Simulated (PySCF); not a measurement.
A structure optimised at PBE-D3(BJ)/def2-TZVP, used in a PySCF frequency run:

```
O
O 1 1.5191
Ca 1 1.9826 2 67.47
```
Charge 0, spin multiplicity 1.

Write its SMILES, formula and point group.

[O]1[O][Ca]1, CaO₂, C2v

What are its rotational constants (standard atomic weights)?

27.378, 8.4691, 6.4683 GHz
